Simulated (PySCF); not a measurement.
Simulated Si 2p region for `CN(C)[SiH2]O`, binding energy against the vacuum level.

Every computed line was given a Gaussian of 0.7 eV full width at half maximum and an area set by the number of equivalent atoms (split 2:1 within a doublet); the highest printed point is 100. Method: delta-SCF UKS SCAN, pcX-2 on the ionised atom, pcseg-1 elsewhere, spin-free X2C (PySCF).

```tsv
binding energy (eV)	intensity
106.0	0
106.1	1
106.2	2
106.3	5
106.4	10
106.5	20
106.6	34
106.7	52
106.8	72
106.9	88
107.0	98
107.1	100
107.2	94
107.3	85
107.4	76
107.5	68
107.6	61
107.7	54
107.8	45
107.9	34
108.0	24
108.1	15
108.2	9
108.3	4
108.4	2
108.5	1
108.6	0
108.7	0
```

**Question.** Count the maxima, the lines and the sites behind this envelope.

**Answer.** The curve has 1 maximum (at 107.1 eV). Under it lie 2 lines from 1 inequivalent silicon site, drawn as a 2p3/2, 2p1/2 pair. At this width some lines have no maximum of their own.

**Question.** Decompose the envelope and assign each component. Numbering: `[CH3:1][N:2]([CH3:3])[SiH2:4][OH:5]`.

**Answer.** 
```tsv
position (eV)	relative area	line	atoms	environment
107.02	0.67	Si 2p3/2	Si4	oxygen-bound silicon
107.65	0.33	Si 2p1/2	Si4	oxygen-bound silicon
```

Shake-up satellites, vibrational structure and lifetime widths aren't simulated. The 2p values add to the ΔSCF energy of one spin-free hole a correction within the shell (spin–orbit coupling, ligand field). 2p1/2 minus 2p3/2 (ligand field included): Si 0.63 eV. Geometry: GFN2-xTB, one conformer, isolated molecule.

The run took 97 s on Arm Neoverse N1, one thread, no GPU, shared host, and the process peaked at 0.61 GiB of memory.

Shape of the structure used: `[CH3:1][N:2]([CH3:3])[SiH2:4][OH:5]`: C1–N2–Si4–O5 -169°, H–O5–Si4–N2 53°.
